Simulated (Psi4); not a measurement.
C₇H₁₃O (SMILES CC[CH]CCC(C)=O), doublet, at a GFN2-xTB geometry, atoms displaced at random by about 0.002 Å a coordinate; TPSS/6-31G (Psi4 1.11).

The Psi4 input:
```
memory 2 GB

molecule mol {
0 2
  C     3.771989   -0.037913   -0.257692
  C     2.691835    0.757249    0.517019
  C     1.493875   -0.065709    0.793108
  C     0.356679   -0.147429   -0.142266
  C    -0.992646    0.037274    0.573242
  C    -2.168169   -0.229198   -0.339233
  C    -3.466076    0.391228    0.122429
  O    -2.079027   -0.876569   -1.350038
  H     4.642007    0.587470   -0.437767
  H     3.368561   -0.373823   -1.210841
  H     4.076571   -0.913402    0.312211
  H     3.141130    1.100454    1.454932
  H     2.424593    1.633529   -0.079000
  H     1.516267   -0.741234    1.628544
  H     0.314132   -1.130068   -0.638195
  H     0.453604    0.604399   -0.925319
  H    -1.069095    1.040523    0.999803
  H    -1.063976   -0.678161    1.402564
  H    -4.304104   -0.025355   -0.437150
  H    -3.425510    1.463023   -0.060453
  H    -3.608372    0.232765    1.186034
}

set basis 6-31g
set reference uks

energy('tpss')
print_variables()
```

What the program printed (banner, timings and long lists left out):

```
   => Loading Basis Set <=

    Name: 6-31G
    Role: ORBITAL
    Keyword: BASIS

         ---------------------------------------------------------
                                   SCF
               by Justin Turney, Rob Parrish, Andy Simmonett
                          and Daniel G. A. Smith
                              UKS Reference
         ---------------------------------------------------------

  ==> Geometry <==

    Molecular point group: c1
    Full point group: C1

    Geometry (in Angstrom), charge = 0, multiplicity = 2:

       Center              X                  Y                   Z               Mass
    ------------   -----------------  -----------------  -----------------  -----------------
         C            3.829352438901    -0.013751439736    -0.229626694756    12.000000000000
         C            2.749198438901     0.781410560264     0.545084305244    12.000000000000
         C            1.551238438901    -0.041547439736     0.821173305244    12.000000000000
         C            0.414042438901    -0.123267439736    -0.114200694756    12.000000000000
         C           -0.935282561099     0.061435560264     0.601307305244    12.000000000000
         C           -2.110805561099    -0.205036439736    -0.311167694756    12.000000000000
         C           -3.408712561099     0.415389560264     0.150494305244    12.000000000000
         O           -2.021663561099    -0.852407439736    -1.321972694756    15.994914619570
         H            4.699370438901     0.611631560264    -0.409701694756     1.007825032230
         H            3.425924438901    -0.349661439736    -1.182775694756     1.007825032230
         H            4.133934438901    -0.889240439736     0.340276305244     1.007825032230
         H            3.198493438901     1.124615560264     1.482997305244     1.007825032230
         H            2.481956438901     1.657690560264    -0.050934694756     1.007825032230
         H            1.573630438901    -0.717072439736     1.656609305244     1.007825032230
         H            0.371495438901    -1.105906439736    -0.610129694756     1.007825032230
         H            0.510967438901     0.628560560264    -0.897253694756     1.007825032230
         H           -1.011731561099     1.064684560264     1.027868305244     1.007825032230
         H           -1.006612561099    -0.653999439736     1.430629305244     1.007825032230
         H           -4.246740561099    -0.001193439736    -0.409084694756     1.007825032230
         H           -3.368146561099     1.487184560264    -0.032387694756     1.007825032230
         H           -3.551008561099     0.256926560264     1.214099305244     1.007825032230

  Running in c1 symmetry.

  Rotational constants: A =      0.19958  B =      0.02387  C =      0.02229 [cm^-1]
  Rotational constants: A =   5983.36748  B =    715.62357  C =    668.34643 [MHz]
  Nuclear repulsion =  359.469466334612207

  Charge       = 0
  Multiplicity = 2
  Electrons    = 63
  Nalpha       = 32
  Nbeta        = 31

  ==> Algorithm <==

  SCF Algorithm Type is DF.
  DIIS enabled.
  MOM disabled.
  Fractional occupation disabled.
  Guess Type is SAD.
  Energy threshold   = 1.00e-06
  Density threshold  = 1.00e-06
  Integral threshold = 1.00e-12

  ==> Primary Basis <==

  Basis Set: 6-31G
    Blend: 6-31G
    Number of shells: 66
    Number of basis functions: 98
    Number of Cartesian functions: 98
    Spherical Harmonics?: false
    Max angular momentum: 1

  ==> DFT Potential <==

   => LibXC <=

    Version 7.1.2
    S. Lehtola, C. Steigemann, M. J. T. Oliveira, and M. A. L. Marques,  SoftwareX 7, 1–5 (2018) (10.1016/j.softx.2017.11.002)

   => Composite Functional: TPSS <=

    TPSS Meta-GGA XC Functional

    J. Tao, et al., Phys. Rev. Lett., 91, 146401, 2003

    Deriv               =              1
    GGA                 =           TRUE
    Meta                =           TRUE

    Exchange Hybrid     =          FALSE
[...]

  ==> Pre-Iterations <==

  SCF Guess: Superposition of Atomic Densities via on-the-fly atomic UHF (no occupation information).

   -------------------------
    Irrep   Nso     Nmo
   -------------------------
     A         98      98
   -------------------------
    Total      98      98
   -------------------------

  ==> Iterations <==

                           Total Energy        Delta E     RMS |[F,P]|

   @DF-UKS iter SAD:  -348.84887838435702   -3.48849e+02   0.00000e+00
   @DF-UKS iter   1:  -349.03216508416756   -1.83287e-01   1.14777e-02 ADIIS/DIIS
   @DF-UKS iter   2:  -348.48549641730870    5.46669e-01   1.52691e-02 ADIIS/DIIS
   @DF-UKS iter   3:  -349.62578233703812   -1.14029e+00   4.29428e-03 ADIIS/DIIS
   @DF-UKS iter   4:  -349.69758923168166   -7.18069e-02   1.31686e-03 ADIIS/DIIS
   @DF-UKS iter   5:  -349.70437303287395   -6.78380e-03   2.60017e-04 ADIIS/DIIS
   @DF-UKS iter   6:  -349.70473456817371   -3.61535e-04   5.74408e-05 DIIS
   @DF-UKS iter   7:  -349.70475144905811   -1.68809e-05   1.56651e-05 DIIS
   @DF-UKS iter   8:  -349.70475292080050   -1.47174e-06   7.53015e-06 DIIS
   @DF-UKS iter   9:  -349.70475328696875   -3.66168e-07   2.71774e-06 DIIS
   @DF-UKS iter  10:  -349.70475333789835   -5.09296e-08   8.55669e-07 DIIS
  Energy and wave function converged.

  ==> Post-Iterations <==

   Electrons on quadrature grid:
      Nalpha   =   31.9999887325 ; deviation = -1.127e-05
      Nbeta    =   30.9999779750 ; deviation = -2.202e-05
      Ntotal   =   62.9999667075 ; deviation = -3.329e-05

   @Spin Contamination Metric:   4.171609873E-03
   @S^2 Expected:                7.500000000E-01
   @S^2 Observed:                7.541716099E-01
   @S   Expected:                5.000000000E-01
   @S   Observed:                5.000000000E-01

    Orbital Energies [Eh]
    ---------------------

    Alpha Occupied:

[...]
    Alpha Virtual:

[...]
    Beta Occupied:

[...]
      31A     -0.200520

    Beta Virtual:

[...]
      98A      1.814667

    Final Occupation by Irrep:
              A
    DOCC [    31 ]
    SOCC [     1 ]
    NA   [    32 ]
    NB   [    31 ]

  @DF-UKS Final Energy:  -349.70475333789835

   => Energetics <=

    Nuclear Repulsion Energy =            359.4694663346122070
    One-Electron Energy =               -1183.8866778791725665
    Two-Electron Energy =                 526.2868337409734067
    DFT Exchange-Correlation Energy =     -51.5743755343114003
    Empirical Dispersion Energy =           0.0000000000000000
    VV10 Nonlocal Energy =                  0.0000000000000000
    Total Energy =                       -349.7047533378983530

  UHF NO Occupations:
  HONO-2 :   30  A 1.9996691
  HONO-1 :   31  A 1.9989267
  HONO-0 :   32  A 1.0000000
  LUNO+0 :   33  A 0.0010733
  LUNO+1 :   34  A 0.0003309
  LUNO+2 :   35  A 0.0002722
  LUNO+3 :   36  A 0.0002703

Computation Completed

Properties will be evaluated at   0.000000,   0.000000,   0.000000 [a0]

Properties computed using the SCF density matrix

 Multipole Moments:

 ------------------------------------------------------------------------------------
     Multipole            Electronic (a.u.)      Nuclear  (a.u.)        Total (a.u.)
 ------------------------------------------------------------------------------------

 L = 1.  Multiply by 2.5417464519 to convert [e a0] to [Debye]
 Dipole X            :         -6.7945267            6.7508777           -0.0436490
 Dipole Y            :         -2.3663581            2.9153907            0.5490325
 Dipole Z            :         -2.4934644            3.3312380            0.8377736
 Magnitude           :                                                    1.0025999

 ------------------------------------------------------------------------------------

  Variable Map:
  ----------------------------------------------------------------------------
[...]
  Array Variable Map:
  ----------------------------------------------------------------------------
[...]
[...]
```
